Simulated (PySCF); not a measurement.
B₂Cl₄, charge +1, doublet, at a GFN2-xTB geometry (a state made from the parent by changing its charge; the spin is typed, not shown lowest); CCSD(T)/STO-3G (PySCF).

Input for PySCF:
```python
from pyscf import gto, scf, cc

mol = gto.M(
    atom='''
Cl   -1.616614   -1.230963    0.932749
B    -0.926728   -0.086481   -0.070011
Cl   -1.658216    0.925362   -1.180152
B     0.926728    0.086481    0.070011
Cl    1.816168   -0.894556   -0.948701
Cl    1.458661    1.200157    1.196103
''',
    basis='sto-3g',
    charge=1,
    spin=1,
    verbose=4,
)

mf = scf.UHF(mol)
mf.kernel()

mycc = cc.CCSD(mf, frozen=22)
mycc.kernel()
et = mycc.ccsd_t()
print('E(CCSD(T)) = %.10f' % (mycc.e_tot + et))
```

Output, abridged:

```
PySCF version 2.14.0

[INPUT] verbose = 4
[INPUT] num. atoms = 6
[INPUT] num. electrons = 77
[INPUT] charge = 1
[INPUT] spin (= nelec alpha-beta = 2S) = 1
[INPUT] symmetry False subgroup None
[INPUT] Mole.unit = angstrom
[INPUT] Symbol           X                Y                Z      unit          X                Y                Z       unit  Magmom
[INPUT]  1 Cl    -1.616614000000  -1.230963000000   0.932749000000 AA   -3.054957709138  -2.326182939473   1.762640152962 Bohr   0.0
[INPUT]  2 B     -0.926728000000  -0.086481000000  -0.070011000000 AA   -1.751262111966  -0.163425404979  -0.132301615707 Bohr   0.0
[INPUT]  3 Cl    -1.658216000000   0.925362000000  -1.180152000000 AA   -3.133574095372   1.748680746080  -2.230164065358 Bohr   0.0
[INPUT]  4 B      0.926728000000   0.086481000000   0.070011000000 AA    1.751262111966   0.163425404979   0.132301615707 Bohr   0.0
[INPUT]  5 Cl     1.816168000000  -0.894556000000  -0.948701000000 AA    3.432060116199  -1.690465843086  -1.792785064101 Bohr   0.0
[INPUT]  6 Cl     1.458661000000   1.200157000000   1.196103000000 AA    2.756469798584   2.267968036480   2.260307086771 Bohr   0.0

nuclear repulsion = 431.923477357779
number of shells = 26
number of NR pGTOs = 138
number of NR cGTOs = 46
basis = sto-3g
ecp = {}

******** <class 'pyscf.scf.uhf.UHF'> ********
method = UHF
initial guess = minao
damping factor = 0
level_shift factor = 0
DIIS = <class 'pyscf.scf.diis.CDIIS'>
diis_start_cycle = 1
diis_space = 8
diis_damp = 0
SCF conv_tol = 1e-09
SCF conv_tol_grad = None
SCF max_cycles = 50
direct_scf = True
direct_scf_tol = 1e-13
number electrons alpha = 39  beta = 38
Set gradient conv threshold to 3.16228e-05
init E= -1867.21273273463

cycle= 1 E= -1866.626377405  delta_E= 0.586  |g|= 0.512  |ddm|=  2.4
cycle= 2 E= -1866.7899942507  delta_E= -0.164  |g|= 0.311  |ddm|= 1.35
cycle= 3 E= -1866.85774878826  delta_E= -0.0678  |g|= 0.0286  |ddm|= 0.48
cycle= 4 E= -1866.85890955234  delta_E= -0.00116  |g|= 0.00345  |ddm|= 0.0943
cycle= 5 E= -1866.85893103077  delta_E= -2.15e-05  |g|= 0.00124  |ddm|= 0.0113
cycle= 6 E= -1866.85893445851  delta_E= -3.43e-06  |g|= 0.000342  |ddm|= 0.00535
cycle= 7 E= -1866.85893471262  delta_E= -2.54e-07  |g|= 7.14e-05  |ddm|= 0.00164
cycle= 8 E= -1866.85893472446  delta_E= -1.18e-08  |g|= 2.04e-05  |ddm|= 0.000285
cycle= 9 E= -1866.85893472574  delta_E= -1.28e-09  |g|= 5.68e-06  |ddm|= 9.53e-05
cycle= 10 E= -1866.85893472585  delta_E= -1.14e-10  |g|= 1.68e-06  |ddm|= 2.86e-05
Extra cycle  E= -1866.85893472586  delta_E= -1.09e-11  |g|= 9.79e-07  |ddm|= 4.13e-06
converged SCF energy = -1866.85893472586  <S^2> = 0.75531542  2S+1 = 2.0053084

******** <class 'pyscf.cc.uccsd.UCCSD'> ********
CC2 = 0
CCSD nocc = (np.int64(17), np.int64(16)), nmo = (24, 24)
frozen orbitals 22
max_cycle = 50
direct = 0
conv_tol = 1e-07
conv_tol_normt = 1e-06
diis_space = 6
diis_start_cycle = 0
diis_start_energy_diff = 1e+09
Init t2, MP2 energy = -0.134065641965603
Init E_corr(UCCSD) = -0.134065641967199
cycle = 1  E_corr(UCCSD) = -0.139803574431898  dE = -0.00573793246  norm(t1,t2) = 0.11534
cycle = 2  E_corr(UCCSD) = -0.149272386491562  dE = -0.00946881206  norm(t1,t2) = 0.0312563
cycle = 3  E_corr(UCCSD) = -0.150024165478607  dE = -0.000751778987  norm(t1,t2) = 0.0178649
cycle = 4  E_corr(UCCSD) = -0.151876843809532  dE = -0.00185267833  norm(t1,t2) = 0.00743012
cycle = 5  E_corr(UCCSD) = -0.151761879128173  dE = 0.000114964681  norm(t1,t2) = 0.00144594
cycle = 6  E_corr(UCCSD) = -0.151752308858582  dE = 9.57026959e-06  norm(t1,t2) = 0.000424603
cycle = 7  E_corr(UCCSD) = -0.151753779759616  dE = -1.47090103e-06  norm(t1,t2) = 0.000177067
cycle = 8  E_corr(UCCSD) = -0.151753286682617  dE = 4.93076999e-07  norm(t1,t2) = 4.98233e-05
cycle = 9  E_corr(UCCSD) = -0.15175372279204  dE = -4.36109424e-07  norm(t1,t2) = 2.03884e-05
cycle = 10  E_corr(UCCSD) = -0.151753619508666  dE = 1.03283374e-07  norm(t1,t2) = 6.02098e-06
cycle = 11  E_corr(UCCSD) = -0.151753661548556  dE = -4.20398892e-08  norm(t1,t2) = 1.93042e-06
cycle = 12  E_corr(UCCSD) = -0.151753627786865  dE = 3.37616904e-08  norm(t1,t2) = 7.42278e-07
UCCSD converged
E(UCCSD) = -1867.010688353651  E_corr = -0.1517536277868652
UCCSD(T) correction = -0.00946982049065393
E(CCSD(T)) = -1867.0201581741
```
